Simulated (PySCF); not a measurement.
Isomers of C4H10FN3Si2, one GFN2-xTB conformer each. Single-point energies are computed at PBE0/pcSseg-1 (PySCF, gas phase, no added dispersion term), electronic only.

| SMILES | GFN2-xTB relative energy (kcal/mol) |
| --- | --- |
| CN[SiH2]n1cncc1[SiH2]F | 0.0 |
| CN[SiH2][SiH2]n1cncc1F | 49.6 |
| C[SiH2]N[SiH2]n1cncc1F | 25.2 |

Conformers: `[CH3:1][NH:2][SiH2:3][n:4]1[cH:5][n:6][cH:7][c:8]1[SiH2:9][F:10]` with C1–N2–Si3–N4 -173°, N2–Si3–N4–C5 27°, C7–C8–Si9–F10 -125°; `[CH3:1][NH:2][SiH2:3][SiH2:4][n:5]1[cH:6][n:7][cH:8][c:9]1[F:10]` with C1–N2–Si3–Si4 58°, N2–Si3–Si4–N5 175°, Si3–Si4–N5–C6 -114°; `[CH3:1][SiH2:2][NH:3][SiH2:4][n:5]1[cH:6][n:7][cH:8][c:9]1[F:10]` with C1–Si2–N3–Si4 -175°, Si2–N3–Si4–N5 8°, N3–Si4–N5–C6 97°.

Question: What does PBE0/pcSseg-1 give for the same structures?

Answer: 
```tsv
SMILES	PBE0/pcSseg-1 E (Eh)	PBE0/pcSseg-1 (kcal/mol)	GFN2-xTB (kcal/mol)	point group
CN[SiH2]n1cncc1[SiH2]F	-1000.83965	0.0	0.0	C1
C[SiH2]N[SiH2]n1cncc1F	-1000.80842	19.6	25.2	C1
CN[SiH2][SiH2]n1cncc1F	-1000.75596	52.5	49.6	C1
```

Both levels put the same isomer lowest; measured from each level's own lowest isomer, the values differ by up to 5.6 kcal/mol (C[SiH2]N[SiH2]n1cncc1F: 25.2 against 19.6). As drawn, the lowest has an Si–F bond and an Si–C bond, which the highest lacks; the highest has an Si–Si bond, which the lowest lacks.

Question: Which frontier levels, dipoles and rotational constants go with these structures?

Answer: 
| SMILES | HOMO (eV, PBE0/pcSseg-1) | LUMO (eV) | dipole (D) | A, B, C (MHz) |
| --- | --- | --- | --- | --- |
| CN[SiH2]n1cncc1[SiH2]F | -7.04 | -0.58 | 3.08 | 1339, 684.7, 479.4 |
| C[SiH2]N[SiH2]n1cncc1F | -6.64 | 0.08 | 4.32 | 1546, 628.9, 590.0 |
| CN[SiH2][SiH2]n1cncc1F | -6.58 | -0.96 | 4.99 | 2328, 486.6, 456.2 |
